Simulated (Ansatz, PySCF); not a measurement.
The Ansatz (a first-principles code) input:
Ansatz 0.2 input:
```yaml
crystal:
  periodic: [false, false, false]
  atoms:
    - {symbol: Cs, position_ang: [-0.00000000, -0.00000000, -0.32413647]}
    - {symbol: F, position_ang: [0.00000000, 0.00000000, 1.98083399]}
basis:
  gaussian:
    orbitals: def2-SVP
hamiltonian:
  xc: blyp
accuracy: high
```

Question: Give the equivalent PySCF input.

Answer: This is not unique; one that fits is 
```python
from pyscf import gto, scf, dft

mol = gto.M(
    atom='''
Cs   -0.000000   -0.000000   -0.324136
F     0.000000    0.000000    1.980834
''',
    basis='def2-svp',
    ecp={'Cs': 'def2-svp'},
    charge=0,
    spin=0,
    verbose=4,
)

mf = dft.RKS(mol)
mf.xc = 'blyp'
mf.grids.atom_grid = (99, 590)
mf.grids.prune = None
mf.kernel()
```

Both were run: Ansatz gave -119.913984 Eh and PySCF -119.913984 Eh, 0.000 mEh apart.
